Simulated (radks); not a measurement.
The numbers below are computed, except where a source is named.
Ionisation of Tb57+, [He] 2s2 2p4, to Tb58+, [He] 2s2 2p3, under several functionals. Scalar-relativistic Kohn-Sham, spin-polarised, spherical densities, point nucleus; open shells are filled with parallel spins first (spin-orbit coupling, left out, can overturn this in heavy ions); a radial shooting solver on a logarithmic mesh with Libxc functionals.

functional         E(Tb57+) (hartree)  Exc (hartree)  IE (eV)  -e(HOMO) (eV)  <r> HOMO (bohr)  IE error (eV)
HCTH/407                   -7430.0396       -95.4396  12478.9        12350.8          0.07817         +206.9
RPBE                       -7431.2489       -96.6188  12476.6        12343.9          0.07819         +204.6
PBEsol                     -7427.4660       -92.8313  12474.0        12341.3          0.07819         +202.0
PBE                        -7430.5195       -95.8844  12477.9        12344.5          0.07818         +205.9
exchange-only LDA          -7422.1220       -87.4803  12467.7        12335.0          0.07819         +195.7

NIST Atomic Spectra Database: 12272 eV (theoretical). Closest: exchange-only LDA. The Delta-SCF values span 11.22 eV, the total energies 9.13 hartree. The highest occupied level is 2p. Open shells are spherical and high-spin; term and fine-structure splittings are not resolved. Spin-orbit splitting is averaged out at the scalar-relativistic level.
